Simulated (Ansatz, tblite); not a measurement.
Cost and result up the ladder for GeH2Me(NHMe) (C₂H₉GeN) (13 atoms). Charge 0, multiplicity 1. Geometry: PBE0-D4/def2-SVP.

```xyz
13

Ge    0.290    0.822   -0.115
H     0.725    1.450    1.225
H     1.446    1.017   -1.137
C    -1.345    1.624   -0.802
H    -1.200    2.699   -0.985
H    -2.162    1.496   -0.077
H    -1.639    1.152   -1.751
N    -0.075   -0.943    0.243
C     0.929   -1.797    0.831
H    -0.591   -1.408   -0.498
H     1.767   -2.078    0.158
H     1.377   -1.299    1.707
H     0.479   -2.734    1.202
```

Ansatz on 4 threads of Arm Neoverse V1 on a shared host; xTB runs through tblite on one thread. Times are rough, summed over both states, and most runs start from the orbitals of an earlier one. PBE0-D4/def2-TZVP serves as the yardstick here, not as an exact answer. The other state is a doublet.

The xTB rows come from tblite.

Raw xTB energies of ions are shifted by several eV.

```json
{"level": "GFN2-xTB", "functions": "30", "wall time": "0.009 s"}
{"level": "GFN1-xTB", "functions": "39", "wall time": "0.014 s"}
{"level": "PBE-D4/def2-TZVP (with forces)", "functions": "195", "wall time": "5.3 s"}
{"level": "PBE0-D4/def2-TZVP", "functions": "195", "wall time": "7.2 s"}
{"level": "r2SCAN-D4/def2-TZVP", "functions": "195", "wall time": "11 s"}
```

Estimate what each level gives for the vertical IE (eV).


```csv
level,vertical IE (eV),difference from PBE0-D4/def2-TZVP (eV)
GFN2-xTB,13.22,4.69
GFN1-xTB,13.99,5.47
PBE-D4/def2-TZVP (with forces),8.41,-0.12
PBE0-D4/def2-TZVP,8.52,0.00
r2SCAN-D4/def2-TZVP,8.39,-0.13
```
